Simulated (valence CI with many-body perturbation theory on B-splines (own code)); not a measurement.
Values are calculated unless marked as measured or tabulated.
Run record, Au⁴⁰⁺

The program does CI of the valence electrons with many-body perturbation theory for a frozen closed Dirac-Fock core.

Command, and the settings that its task file holds:

```sh
python run_cv.py task.json out
```

```
atom Au  Z=79  mass_number=197  rms_radius_fm=5.4371
core [Kr]
valence 4s3
avg = 1
basis = S
breit = 1
cap = 10000
capref = 1200
cscale = 1
de = 0.0
dress = 0
eps = 2e-08
h = 0.27
hh = 1
l2 = 3
lcore = 6
maxit = 60
n2 = 5
natural = 1
nlev = 20
nno = [3, 3, 3, 3, 1]
nroot = 26
nsp = [3, 3, 2, 2, 0]
pt2 = 1
qed = 1
rpa = 1
s1 = 1
s2 = 1
s3 = 1
screen = 1
tol = 2e-05
```

Question: What became of the run, and why?

Answer: It gave no result: a shell was given more electrons than it holds. The program said: "a valence shell holds more than 4l+2 electrons".
